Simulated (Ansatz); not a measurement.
CH9FN2Si2, SMILES CN[Si@@H](F)N[SiH3].

Geometry: B3LYP-D3(BJ)/def2-SVP. The structure was generated by enumeration; whether it is a known compound was not checked. One conformer was computed; it need not be the lowest.

Two levels are set side by side: PBE/def2-SVPD (Ansatz, an electronic-structure program) and PBE0/def2-SVPD (Ansatz). Energy differences of separate SCF runs at the same geometry; the states with an electron removed or added have multiplicity 2 and 2. Differences are taken from unrounded values.

```json
[
 {"quantity": "vertical ionisation energy (eV)", "PBE": "8.78"},
 {"quantity": "vertical singlet–triplet gap (eV)", "PBE": "5.66"}
]
```

**Question.** These are the PBE values. What does PBE0 give? (Estimate from the structure and the level; the computed values follow.)

**Answer.** 
```
quantity                           PBE0  PBE minus PBE0
---------------------------------  ----  --------------
vertical ionisation energy (eV)    9.18           -0.41
vertical singlet–triplet gap (eV)  6.05           -0.39
```
